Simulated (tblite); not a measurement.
C₈H₁₀NP.
Z-matrix (Å and degrees, GFN2-xTB geometry), rows numbered from 1:
```
C 
C   1  1.3261
C   2  1.4963  1  123.80
P   2  1.8381  1  118.75  3  -179.14
C   4  1.8323  2   97.49  1   117.37
C   5  1.3916  4  122.00  2   126.57
C   6  1.3851  5  118.53  4   177.29
N   7  1.3220  6  123.59  5    -0.28
C   8  1.3227  7  117.90  6    -0.42
C   9  1.3843  8  123.45  7     0.24
H   1  1.0790  2  122.05  3     0.32
H   1  1.0778  2  121.54  3  -179.33
H   3  1.0905  2  110.19  1   119.61
H   3  1.0908  2  110.34  1  -121.55
H   3  1.0881  2  110.91  1    -0.88
H   4  1.4026  2   95.65  1  -147.86
H   6  1.0808  5  120.73  4    -3.01
H   7  1.0827  6  120.85  5   179.51
H   9  1.0827  8  115.54  7  -179.70
H  10  1.0808  5  120.37  4     3.11
```

Computed with GFN2-xTB (tblite): harmonic, unscaled wavenumbers at the GFN2-xTB geometry, gas phase. This tight-binding method is rough: wavenumbers can miss measured ones by several per cent, in bad cases by 10 to 20. Modes of hydrogen on phosphorus can be 10 to 20 % off. One conformer, not necessarily the lowest.

Harmonic wavenumbers (cm⁻¹): 27.1, 37.5, 77.2, 139.2, 180.7, 233.6, 291.2, 321.5, 355.7, 380.6, 421.4, 491.2, 625.5, 645.4, 680.7, 686.6, 700.5, 773.6, 838.9, 874.0, 881.5, 906.6, 911.4, 921.9, 944.2, 996.8, 1008.1, 1036.5, 1097.2, 1114.6, 1125.7, 1189.6, 1206.4, 1261.2, 1280.4, 1368.1, 1391.6, 1408.3, 1444.4, 1470.8, 1476.5, 1546.6, 1566.9, 1685.2, 2238.4, 2989.3, 3002.9, 3027.3, 3050.6, 3052.0, 3068.1, 3071.1, 3081.5, 3110.5.

A = 2339, B = 723.7, C = 674.6 MHz; mass 151.055 u (most abundant isotopes); point group C1, symmetry number 1.

What is the zero-point energy?

Half the sum of the wavenumbers: 33857 cm⁻¹ = 96.80 kcal/mol.

What is S at 400 K and 1 bar for an ideal gas of classical rigid rotors and harmonic oscillators?

Translation 42.43, rotation 30.90, vibration 43.78: S = 117.1 cal/(mol K).

And Cp and H(400 K) − H(0)?

Cp = 51.94 cal/(mol K), of which vibrations give 43.99 (their classical limit is 54 R = 107.3); H(400 K) − H(0) = 11.93 kcal/mol without the zero-point energy, 8.75 from vibrations.

Blend soft modes into free rotors: weight 1/[1 + (100 cm⁻¹/ν̃)⁴] for the oscillator and the rest for a rotor with moment μB/(μ + B), μ = h/(8π²ν), B = 10⁻⁴⁴ kg m². What vibrational entropy results?

38.83 cal/(mol K) in place of 43.78, which changes −T·S at 400 K by +1.98 kcal/mol.

Which modes carry the vibrational entropy at 400 K?

27.1 cm⁻¹: 6.61; 37.5 cm⁻¹: 5.97; 77.2 cm⁻¹: 4.54; 139.2 cm⁻¹: 3.38; 180.7 cm⁻¹: 2.88; 233.6 cm⁻¹: 2.39 cal/(mol K); the other 48 give 18.01 together.

Hindered rotation and anharmonicity are outside this model. Other conformers, if any are populated, would add a mixing term that is left out. The structure is chiral; the term R ln 2 for an equal mix with its mirror image is left out.
